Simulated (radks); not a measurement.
Values are calculated unless marked as measured or tabulated.
The osmium ion Os+ is in [Xe] 4f14 5d6 6s1. Code: a radial shooting solver on a logarithmic mesh with Libxc functionals. Model: scalar-relativistic Kohn-Sham, BLYP, spin-polarised, spherical densities, finite nucleus; Fermi nuclear charge, rms radius of each element as measured or else 0.836 A^(1/3) + 0.57 fm. Open shells are filled with parallel spins first. One electron is removed from 5d, 6s, 4f, 5p in turn, with full relaxation. Which removal costs least, and what does each cost?

Answer. 6s 17.546 eV; 5d 17.558 eV; 5p 63.747 eV; 4f 70.375 eV. The 6s electron leaves first.
